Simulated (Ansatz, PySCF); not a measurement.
boron oxyfluoride (BFO), singlet, at a GFN2-xTB geometry, atoms displaced at random by about 0.08 Å a coordinate. Base run: HF/def2-SVP, gradient run with PySCF.

The PySCF input:
```python
from pyscf import gto, scf

mol = gto.M(
    atom='''
F     0.038589   -0.137138   -1.171114
B    -0.051566   -0.059007    0.101739
O    -0.003755    0.126731    1.181055
''',
    basis='def2-svp',
    charge=0,
    spin=0,
    verbose=4,
)

mf = scf.RHF(mol)
mf.kernel()
g = mf.nuc_grad_method()
grad = g.kernel()
```

Programs used: Ansatz (a quantum-chemistry and plane-wave program), PySCF; a row that names a program was run with it.

The coordinate followed is z of atom 2.

Each row names what was changed in the base input (with any setting that the change needs).

| change | dE/dx (Eh/bohr) | net force (Eh/bohr) |
|---|---|---|
| base | 0.246553 | 0.000000 |
| finite difference step (bohr) = 0.01; conv_tol = 1e-11 | 0.246617 | - |
| conv_tol = 1e-6 | 0.246557 | 0.000000 |
| finite difference step (bohr) = 1e-4; conv_tol = 1e-11 | 0.246553 | - |
| conv_tol = 1e-4 | 0.246844 | 0.000000 |
| finite difference step (bohr) = 0.2; conv_tol = 1e-11 | 0.272730 | - |
| conv_tol = 1e-11 | 0.246553 | 0.000000 |
| finite difference step (bohr) = 1e-5; conv_tol = 1e-11 | 0.246553 | - |
| code = ansatz | 0.246552 | 0.000000 |
| density fitting = on | 0.246642 | 0.000000 |
| density fitting = on; auxbasis_response = off | 0.246967 | 0.003046 |
| finite difference step (bohr) = 0.05; conv_tol = 1e-11 | 0.248168 | - |

The net force is zero for an exact gradient.
